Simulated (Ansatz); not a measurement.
`C[SiH2][SiH](N)Cl` → `C[SiH3]` + `N[Si]Cl` at 400 K and 1 bar (silylene formation by 1,1-elimination).

Isolated molecules relaxed with PBE0-D4/def2-TZVP in Ansatz; ΔE leaves out vibrations. CCSD(T)/CBS is the MP2 limit (def2-TZVPP, def2-QZVPP) plus CCSD(T) − MP2 in def2-TZVPP, frozen cores. This one scheme is used for every species. Each species was taken in one conformer, which may not be the lowest.

```tsv
species	CCSD(T)/CBS energy (Eh)	H − E (kJ/mol)	S (J/(mol·K))
`C[SiH2][SiH](N)Cl`	-1135.60184	281.4	438.8
`C[SiH3]`	-330.73916	180.9	277.1
`N[Si]Cl`	-804.81589	93.2	301.3
```

H − E and S are ideal-gas, rigid-rotor, harmonic terms from PBE0-D4/def2-TZVP, for one conformer and one mirror image of each species. 1 Eh = 2625.50 kJ/mol, R = 8.31446 J/(mol·K).

Task: By hand: ΔE, ΔH, ΔS and ΔG.

Result: ΔE = (-330.73916) + (-804.81589) − (-1135.60184) = 0.04679 Eh = 122.8 kJ/mol. Δ(H − E) = 180.9 + 93.2 − 281.4 = -7.3, so ΔH = 115.5 kJ/mol. ΔS = 277.1 + 301.3 − 438.8 = 139.6 J/(mol·K). ΔG = 115.5 − 400 × (139.6)/1000 = 59.7 kJ/mol.

Task: By hand: the equilibrium constant, and the temperature at which ΔG would vanish if ΔH and ΔS stayed fixed.

Result: log₁₀ K = −ΔG/(RT ln 10) = -7.8. ΔG = 0 at ΔH/ΔS = 827 K.

The number of gas molecules changes by +1, which sets the sign of ΔS. A doubt of 5 kJ/mol in ΔE shifts log₁₀ K by 0.7 here. Other conformers and mirror images would add mixing entropy, several J/(mol·K) or more a flexible species. Modes under 60 cm⁻¹, often nearly free rotors, make the harmonic entropy too high. These are equilibria of isolated gas molecules and say nothing of rates. Largest T1 diagnostic: 0.013 (customary marks: 0.02 for closed shells, 0.045 for open ones).
